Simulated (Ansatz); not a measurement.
`O[SiH2]N[SiH3]` and `[SiH3]N[SiH2][SiH2]Cl` differ in one atom or group.

Ansatz, PBE0-D4/def2-TZVP geometries, multiplicity 1. Each molecule was computed in one conformer, which needn't be the lowest.

```csv
property,`O[SiH2]N[SiH3]`
HOMO–LUMO gap (ωB97M-V/def2-TZVPP) / eV,11.77
LUMO energy (PBE0/def2-TZVPP) / eV,0.13
size of the dipole moment (B3LYP/def2-TZVPP) / D,2.14
LUMO energy (PBE/def2-TZVPP) / eV,-0.70
size of the dipole moment (ωB97M-V/def2-TZVPP) / D,2.16
HOMO energy (B3LYP/def2-TZVPP) / eV,-7.53
```

Question: Give the same properties after the change, and the shifts. (Estimate.)

Answer: The calculation gave: 
```
                                          property  `[SiH3]N[SiH2][SiH2]Cl`  shift
           HOMO–LUMO gap (ωB97M-V/def2-TZVPP) / eV                    10.66  -1.11
                LUMO energy (PBE0/def2-TZVPP) / eV                    -0.76  -0.89
  size of the dipole moment (B3LYP/def2-TZVPP) / D                     1.68  -0.46
                 LUMO energy (PBE/def2-TZVPP) / eV                    -1.60  -0.90
size of the dipole moment (ωB97M-V/def2-TZVPP) / D                     1.71  -0.45
               HOMO energy (B3LYP/def2-TZVPP) / eV                    -7.30   0.23
```

With PBE0 the HOMO rises by 0.26 eV and the LUMO falls by 0.89 eV, so the gap narrows by about 1.15 eV. PBE moves the HOMO by 0.16 eV and ωB97M-V by 0.39 eV. Dipoles are sizes alone; their direction can turn.

B3LYP here is the variant with VWN-RPA as its local correlation; programs differ in this.
